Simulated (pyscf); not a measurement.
PySCF, gas phase, ωB97X-D3(BJ)/def2-SVP geometries. MP2 and CC: frozen core, UHF for open shells. ΔMP2 is the change of the MP2 total energy from the triple- to the quadruple-zeta basis.

### Question
Estimate by transition-state theory (the high-pressure limit) the rate constant of HO–SiH₂–SiH₂• → •O–SiH₂–SiH₃ (doublet surface; H–O broken, H–Si formed) at 1200 K, with CCSD(T)/def2-TZVPP + ΔMP2(QZVPP) energies (ideal gas, 1 atm, RRHO with modes under 100 cm⁻¹ raised to 100, one conformer, R ln 2 for chiral ones without a mode under 150 cm⁻¹; no tunnelling).

### Answer
The electronic barrier is 47.3 kcal/mol and the thermal terms add +2.8, so ΔG‡ = 50.1 kcal/mol. With k_BT/h = 2.50e+13 s⁻¹ and RT = 2.385 kcal/mol, k = 1.9e+04 s⁻¹, a half-life of 3.7e-05 s through this channel alone. Wigner's tunnelling factor for 1459i cm⁻¹ would be 1.13. A shift of 1 kcal/mol in the barrier changes k by a factor 1.5. HO–SiH₂–SiH₂• lies 22.3 kcal/mol over its isomer •H₂Si–O–SiH₃ (electronic energy, ωB97M-D3(BJ)/def2-TZVP). •O–SiH₂–SiH₃ lies 46.0 kcal/mol over its isomer •H₂Si–O–SiH₃ (electronic energy, ωB97M-D3(BJ)/def2-TZVP). This is the saddle that the search found; another between the same sides may lie lower. The CCSD(T) − MP2 part came from Ansatz, without density fitting, on the same reference.
